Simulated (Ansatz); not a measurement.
System: sum formula H5Si2O2 (charge 0, doublet). It need not be the lowest isomer of its formula. 
Structure (B3LYP-D3(BJ)/def2-TZVP (Ansatz, a program for electronic structure) minimum search):
```
Si
O 1 1.6582
H 2 0.9636 1 118.61
O 1 1.6624 2 110.65 3 -29.06
H 4 0.9617 1 119.06 2 -66.62
Si 1 2.3694 2 111.65 3 87.41
H 6 1.4819 1 109.09 2 177.59
H 6 1.4820 7 109.02 1 117.90
H 6 1.4869 7 109.16 8 118.75
```
Charge 0, spin multiplicity 2.

Dipole moments at this geometry, in debye (magnitudes).

| level | program | dipole (D) |
|---|---|---|
| SVWN5/def2-TZVPD | Ansatz | ___ |
| PBE/def2-TZVPD | Ansatz | 1.74 |
| revPBE/def2-TZVPD | Ansatz | 1.76 |
| r2SCAN/def2-TZVPD | Ansatz | 1.79 |
| B97M-V/def2-TZVPD | Ansatz | 1.87 |
| PBE0/def2-TZVPD | Ansatz | 1.71 |
| BHLYP/def2-TZVPD | Ansatz | 1.65 |
| r2SCAN0/def2-TZVPD | Ansatz | 1.75 |
| HSE06/def2-TZVPD | Ansatz | 1.72 |
| CAM-B3LYP/def2-TZVPD | Ansatz | 1.67 |
| LC-wPBE/def2-TZVPD | Ansatz | 1.72 |
| wB97M-V/def2-TZVPD | Ansatz | 1.72 |
| wB97X-V/def2-TZVPD | Ansatz | 1.70 |
| CCSD(T)/aug-cc-pV(D+d)Z | Ansatz | ___ |

**Question.** Some entries are withheld; supply them.

**Answer.** 
- SVWN5/def2-TZVPD, dipole (D): 1.76
- CCSD(T)/aug-cc-pV(D+d)Z, dipole (D): 1.70
